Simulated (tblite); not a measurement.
Run record: tight-binding relaxation, `C#Cc1cc[n+](C)cc1`.

Computed with GFN2-xTB geometry optimisation, gas phase (tblite 0.8.0). Start geometry: from a force field or distance geometry. A driver script takes a list of jobs; this job's settings line and coordinates (Å) are shown.

Input:
```
{"job": {"kind": "relax", "xc": "GFN2-xTB", "basis": "xTB"}, "charge": 1, "multiplicity": 1}
C      4.093400    -0.133700    -0.119100
C      2.873500    -0.098600    -0.077200
C      1.442200    -0.054800    -0.020000
C      0.667600    -0.405300    -1.123400
C     -0.713000    -0.369800    -1.079300
N     -1.321800     0.041200     0.041000
C     -2.784900     0.092400     0.069200
C     -0.631400     0.415100     1.152800
C      0.764600     0.359400     1.114000
H      5.153500    -0.146900    -0.167700
H      1.114000    -0.749600    -2.043600
H     -1.271800    -0.668700    -1.977200
H     -3.126800     1.159200     0.167600
H     -3.200300    -0.294200    -0.894500
H     -3.212800    -0.538900     0.870300
H     -1.163400     0.738400     2.058900
H      1.310600     0.666900     2.018200
```

Output:
```
step      E/eV     max force
  0    -643.32058    1.891
  1    -643.39051    3.174
  2    -643.42735    2.140
  3    -643.48208    0.757
  4    -643.49785    0.325
  5    -643.51138    0.432
  6    -643.51548    0.157
  7    -643.51837    0.159
  8    -643.52073    0.156
  9    -643.52319    0.139
... (6 lines left out)
 16    -643.52760    0.037
 17    -643.52775    0.036
 18    -643.52791    0.036
 19    -643.52807    0.037
 20    -643.52820    0.025
 21    -643.52826    0.023
 22    -643.52831    0.019
 23    -643.52835    0.016
 24    -643.52838    0.015
 25    -643.52841    0.009
```

«max force» is the largest atomic force in eV/Å.

Question: From which step on does the largest force stay under 0.1 eV/Å, and how much energy is left to gain from there?

Answer: From step 10 (0.087 eV/Å), 3.6 meV above the end.

In short: energy lowered by 4.8 kcal/mol over 25 steps; largest atomic force 0.009 eV/Å at the end.

Question: Where do the atoms end?

Answer: 0.048 Å rms from the input after alignment:
```
atom  x, y, z in Å
C1     4.0463   -0.1234   -0.1126
C2     2.8446   -0.0879   -0.0625
C3     1.4404   -0.0488   -0.0271
C4     0.6823   -0.4244   -1.1459
C5    -0.6889   -0.3691   -1.0854
N6    -1.3252    0.0347    0.0226
C7    -2.7683    0.0990    0.0684
C8    -0.6231    0.3953    1.1095
C9     0.7483    0.3662    1.1222
H10    5.0971   -0.1529   -0.1521
H11    1.1719   -0.7528   -2.0487
H12   -1.2961   -0.6508   -1.9329
H13   -3.0943    1.1305    0.2116
H14   -3.1966   -0.2768   -0.8577
H15   -3.1469   -0.4978    0.8989
H16   -1.1881    0.7109    1.9745
H17    1.2896    0.6601    2.0072
```

Time: 0.13 s wall. Hardware: one thread of an Arm Neoverse V2, shared host.
Labels such as C1 count atoms from 1, the log's own numbers from 0.
